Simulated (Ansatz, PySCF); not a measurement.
Reaction (SMILES): O[Si](O)(O)F [fluoro(trihydroxy)silane] + 4 [H][H] (H2) → F (HF) + 3 O (H2O) + [SiH4] (SiH4)
Geometries: B3LYP-D3(BJ)/def2-TZVP minima from Ansatz (an electronic-structure program), one conformer each, not searched for the lowest. Frequencies are from Ansatz or PySCF.

Wanted: energy of full hydrogenation (enthalpy at 298 K, with B3LYP-D3(BJ) rigid-rotor harmonic-oscillator terms), in kcal/mol. Correlated levels leave the core frozen unless marked. No spin-orbit coupling. Non-relativistic. CBS(X,Y): correlation extrapolated as X^-3; Hartree-Fock from the larger set.

Level to compare with: CCSD(T)/CBS(cc-pV(T+d)Z,cc-pV(Q+d)Z) (Ansatz), 107.5 kcal/mol. It is a level with limits of its own, and the differences hold the functionals' basis error too.

### Question
Rank these functionals by how close they come to CCSD(T)/CBS(cc-pV(T+d)Z,cc-pV(Q+d)Z), closest first: r2SCANh/def2-TZVPD (Ansatz); PBE0/def2-TZVPD (Ansatz); SVWN5/def2-TZVPD (Ansatz).

### Answer
r2SCANh/def2-TZVPD (hybrid meta-GGA, 108.0 kcal/mol, difference 0.5), SVWN5/def2-TZVPD (LDA, 99.6 kcal/mol, difference -7.9), PBE0/def2-TZVPD (global hybrid, 95.3 kcal/mol, difference -12.2)
